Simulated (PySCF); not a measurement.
## Exercise with solution: oscillator strength and radiative lifetime

H3O3Sb, SMILES [OH][Sb]([OH])[OH].

Geometry optimised at PBE0-D3(BJ)/def2-SVP. The def2 effective core potentials stand for the cores of Sb; spin–orbit coupling is left out. One conformer was computed; it need not be the lowest.

TDA-ωB97X/def2-SVPD in PySCF puts the first singlet state with f over 0.02 at 6.34 eV (vertical), with the transition dipole (0.440, 0.727, 0.100) in atomic units.

### Question
Find the oscillator strength, the wavelength and the radiative lifetime that this transition would have in vacuum if emission retraced absorption.

### Answer

|μ|² = 0.7321 au, so |μ| = 2.17 D. ΔE = 6.34/27.211 = 0.2330 hartree. f = (2/3) ΔE |μ|² = 0.114 (the program prints 0.114).
λ = 1239.84/6.34 = 196 nm; ν = 51136 cm⁻¹.
Einstein's coefficient A = 0.6670 ν² f s⁻¹ (ν in cm⁻¹) = 2.0e8 s⁻¹, so τ = 1/A = 5.0 ns. This state is S1. The figure is the radiative limit of this one transition; relaxation, internal conversion, crossing to triplets and a medium change what is measured.
